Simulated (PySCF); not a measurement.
A calculated (M06-2X, PySCF 2.14, aug-cc-pwCVTZ-X2C, scalar relativity by spin-free X2C-1e) atom or ion has these occupied shells.

```csv
shell,electrons,orbital energy (eV),"rms radius, mean of both spins (bohr)"
1s α,1,-35942.0,0.0298
1s β,1,-35942.0,0.0298
2s α,1,-5684.4,0.121
2s β,1,-5684.4,0.121
2p α,3,-5107.7,0.108
2p β,3,-5107.7,0.108
3s α,1,-1200.3,0.319
3s β,1,-1200.3,0.319
3p α,3,-1013.0,0.319
3p β,3,-1013.0,0.319
3d α,5,-733.60,0.296
3d β,5,-733.59,0.296
4s α,1,-234.89,0.739
4s β,1,-234.86,0.739
4p α,3,-173.56,0.789
4p β,3,-173.53,0.789
4d α,5,-81.693,0.903
4d β,5,-81.665,0.903
5s α,1,-31.686,1.85
5s β,1,-31.537,1.85
5p α,3,-16.400,2.22
5p β,3,-16.398,2.22
6s α,1,-3.239,5.91
```

(1) Name the element and its charge.

## Answers

(1) Cs (caesium, neutral), in [Xe] 6s1, 2S determinant.
